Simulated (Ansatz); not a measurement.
Species: H2InO, SMILES `[OH][InH]` (H–O–In–H torsion 180°) (charge 0, multiplicity 2).

Give a relaxed geometry from B3LYP-D3(BJ)/def2-TZVP (Ansatz, an electronic-structure program).

Several could match; the one computed here: the end point of this relaxation, one of several conformers (outside a Z-matrix the atoms follow the SMILES, hydrogens last).
Z-matrix (Å, degrees):
```
In
O 1 2.0239
H 2 0.9629 1 115.81
H 1 1.7852 2 112.95 3 179.61
```
